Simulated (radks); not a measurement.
Question: Excited configurations of Os2+: one electron is placed in a higher orbital outside [Xe] 4f14 5d5. The ground configuration is [Xe] 4f14 5d6. Calculated with a radial shooting solver on a logarithmic mesh with Libxc functionals: Dirac Kohn-Sham, PBE, spin-unpolarised, spherical densities, point nucleus; open shells fill j = l - 1/2 first. Excitation = E - E(ground); binding = E(ion) - E, where the ion is the core of charge +3; n* = 3/sqrt(2 binding) in atomic units, and the quantum defect is n - n*.

outer orbital  excitation (eV)  binding (eV)     n*  quantum defect  eigenvalue (eV)  <r> (bohr)
6s1/2                    2.048        26.076  2.167           3.833          -21.935       2.580
6p1/2                    8.476        19.648  2.496           3.504          -16.145       3.043
6d3/2                   17.076        11.048  3.329           2.671           -9.019       4.774
6f5/2                   22.565         5.560  4.693           1.307           -4.562       9.195
7s1/2                   16.234        11.890  3.209           3.791          -10.173       5.338
7p1/2                   18.252         9.872  3.522           3.478           -8.405       6.133
7d3/2                   21.449         6.675  4.283           2.717           -5.627       8.549
7f5/2                   24.225         3.900  5.603           1.397           -3.300       14.13

Estimate the row for 5f5/2.

Answer: excitation (eV) 19.901; binding (eV) 8.223; n* 3.859; quantum defect 1.141; eigenvalue (eV) -6.359; <r> (bohr) 5.303. The Delta-SCF ionisation energy is 28.124 eV (NIST Atomic Spectra Database: 25 eV, theoretical). Self-interaction in the functional shifts the binding energies and quantum defects, so they are the method's values and not measured ones. Spin polarisation and multiplet splitting are left out, so open shells lie too high by an amount that depends on their filling.

Beside tabulated values, note that spin-unpolarised runs miss the spin-polarisation part of the exchange energy of open shells.
